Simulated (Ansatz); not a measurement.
Input for Ansatz (an electronic-structure program): R-r2SCAN/def2-TZVPPD on HF (SMILES F) with ghost functions, monomers drawn apart or pushed together. Files ending in .json are basis or fitting sets from the Basis Set Exchange.

Ansatz 0.2 input:
```yaml
crystal:
  periodic: [false, false, false]
  atoms:
    - {symbol: F, position_ang: [1.45958480, 0.31951535, -0.17441569]}
    - {symbol: H, position_ang: [1.34353286, 0.29973948, 0.74874191]}
basis:
  gaussian:
    orbitals: def2-TZVPPD.json
    ghost_atoms:
      - {symbol: Si, position_ang: [-0.52700179, -0.19814534, 5.47608576]}
      - {symbol: Si, position_ang: [-0.49782231, -0.19727851, 3.13243465]}
      - {symbol: H, position_ang: [-1.87472197, -0.58505408, 5.95593642]}
      - {symbol: H, position_ang: [-0.19968460, 1.15489216, 5.98377557]}
      - {symbol: H, position_ang: [0.46936219, -1.16645034, 5.99109562]}
      - {symbol: H, position_ang: [-0.78771170, -1.53974149, 2.57966948]}
      - {symbol: H, position_ang: [0.86948770, 0.19289354, 2.67611774]}
      - {symbol: H, position_ang: [-1.45329599, 0.78503744, 2.57214036]}
hamiltonian:
  xc: {name: r2SCAN}
scf: {lower_state_search: off}
```

The head of its log:

```
WARN ansatz: RAYON_NUM_THREADS=1 ignored (pool sized by the plan → 1); use --threads N
Functional definition: r2SCAN
these checks for a lower state are left out or cut short: stability, starts, cluster_reference, orbital_swaps, neighbouring_geometries, increment
integrals: 0.18 GiB planned
1172 factors; their error is unknown
mean field: 1.17 GiB planned
mean field evaluation 1: about -2731.8250 eV, gradient 3.4e1 eV
mean field evaluation 2: about -2728.5528 eV, gradient 6.0e1 eV
```

Question: Give the final energy of this run.

Answer: -100.4487 hartree.
